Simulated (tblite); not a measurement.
Start geometry of `[H]/N=C(/C)[CH]C#CC` [radical] from a force field or distance geometry (Å):
```
atom  x, y, z in Å
C1     3.1198   -0.7095   -0.2392
C2     1.7784   -0.2210   -0.6393
C3     0.6810    0.1780   -0.9324
C4    -0.6564    0.6984   -1.2984
C5    -1.5085    0.7299   -0.0821
C6    -2.3813   -0.4759    0.1601
N7    -1.5466    1.7175    0.7269
H8     2.9982   -1.7018    0.2384
H9     3.5850    0.0136    0.4869
H10    3.7552   -0.7528   -1.1347
H11   -1.0881    0.1676   -2.1421
H12   -3.1183   -0.1571    0.9235
H13   -1.7304   -1.2768    0.5417
H14   -2.8824   -0.7855   -0.7982
H15   -1.0102    2.5834    0.6612
```

Q: What comes out of this run: GFN2-xTB geometry optimisation, gas phase in tblite 0.8.0?

A: 
```
atom  x, y, z in Å
C1     3.386   -0.171   -0.428
C2     1.954   -0.266   -0.545
C3     0.748   -0.371   -0.670
C4    -0.620   -0.446   -0.762
C5    -1.494    0.288    0.095
C6    -2.967    0.103   -0.129
N7    -1.133    1.084    1.036
H8     3.781   -1.074    0.042
H9     3.660    0.689    0.183
H10    3.839   -0.069   -1.415
H11   -1.044   -1.090   -1.520
H12   -3.516    0.731    0.566
H13   -3.244   -0.938    0.030
H14   -3.233    0.374   -1.150
H15   -0.122    1.165    1.140
```

The energy falls by 109.8 kJ/mol over 100 L-BFGS steps, the largest force on an atom goes from 3.94 to 0.009 eV/Å, and the atoms move by 1.048 Å rms after alignment. The bond that changes most is C3–C4 (ends: carbon bonded to 2 C; carbon bonded to 2 C and H), which shortens by 0.108 Å. Bonds longer at the end by more than 0.005 Å: 2 of 14; shorter: 11. Among the angles that change most is C3–C4–C5, from 108.9° to 122.8°. Among the dihedrals that turn most is C3–C4–C5–N7, from 87° to 0°. Rotational constants go from 5690, 1218, 1175 to 9039, 1160, 1041 MHz. The orientation of the end geometry is arbitrary; only internal coordinates are fixed.

On an Arm Neoverse V2 with one thread, shared host with 96 logical CPUs at a one-minute load of 28, this took 0.46 s.

GFN2-xTB frequencies show an imaginary mode (30i cm⁻¹), so the point is no minimum at that level. 3 starts were optimised and ended at 0.00, 0.00 and 0.81 kcal/mol (GFN2-xTB); the lowest of these is shown.

One conformer stands for the species.

These are computed values.
